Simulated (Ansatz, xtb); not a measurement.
**Two structures of BO2S−**

Structure X is `O=BO[S-]`, a singlet and structure Y is a singlet given by its coordinates. Both are isolated ions in the gas phase, relaxed with PBE0-D3(BJ)/def2-SVPD; the shapes shown needn't be the lowest conformers.

X (Å):

```
atom    x (Å)    y (Å)    z (Å)
   B   0.6038   0.0288  -0.2344
   O   1.8099  -0.1684  -0.3845
   O  -0.6906   0.0603  -0.0906
   S  -1.1755   1.8057   0.1291
```

Y (Å):

```xyz
4

B    -2.3766   -0.2371    0.9831
O    -2.9539   -1.2300    1.4631
O    -1.3570    0.6068    0.7573
S    -2.6240    1.4406   -0.2494
```

Close contacts (Å): B1–O2 1.24, B1–O3 1.34, B1–S4 2.10, O3–S4 1.82.

Energies in hartree; the thermal terms are from PBE0-D3(BJ)/def2-SVPD harmonic frequencies (ideal gas, rigid rotor, one conformer each, 298.15 K, 1 atm) and include the zero-point energy:

```
                               X           Y
E, CCSD(T)/def2-SVPD  −572.435473  −572.430668
    E, MP2/def2-SVPD  −572.397532  −572.394817
  E, MP2/def2-TZVPPD  −572.862558  −572.863609
   zero-point energy     0.010996     0.010543
        H(298 K) − E     0.016171     0.015650
        G(298 K) − E    −0.016658    −0.016684
```

Correct the CCSD(T) difference for the basis set by the MP2 change, then work out ΔE, ΔE₀, ΔH and ΔG for X → Y in kJ/mol (1 Eh = 2625.50 kJ/mol) and the equilibrium ratio [Y]/[X].

1. Differences Y − X: CCSD(T) +0.004805, MP2 in the small set +0.002715, MP2 in the large set −0.001051 Eh.
2. ΔE = +0.004805 + (−0.001051 − (+0.002715)) = +0.001039 Eh = +2.73 kJ/mol.
3. ΔE₀ = ΔE + ΔZPE = +0.001039 + (−0.000453) Eh = +1.54 kJ/mol.
4. ΔH = ΔE + (−0.000521) Eh = +1.36 kJ/mol.
5. ΔG = ΔE + (−0.000026) Eh = +2.66 kJ/mol, so ΔS = (ΔH − ΔG)/T = −4.4 J/(mol K).
6. kT = 0.9442 mEh, so K = [Y]/[X] = exp(−ΔG/kT) = exp(−1.07) ≈ 0.34.

The two are too close for this level to say which is favoured. An error of 4 kJ/mol in ΔG would change K by a factor of 5. Mirror images and further conformers aren't counted.

Other levels gave ΔE = +8.3 (GFN2-xTB); −11.6 (HF/STO-3G, GFN2-xTB geometries); −5.0 (r2SCAN-D4/def2-SVPD, GFN2-xTB geometries); +0.6 (PBE0-D3(BJ)/def2-SVPD); +39.4 (HF/def2-SVPD); +7.1 (MP2/def2-SVPD); +12.6 (CCSD(T)/def2-SVPD) kJ/mol. The correlated steps freeze 8 core orbitals. Programs: Ansatz 0.2.0, xtb 6.7.1.
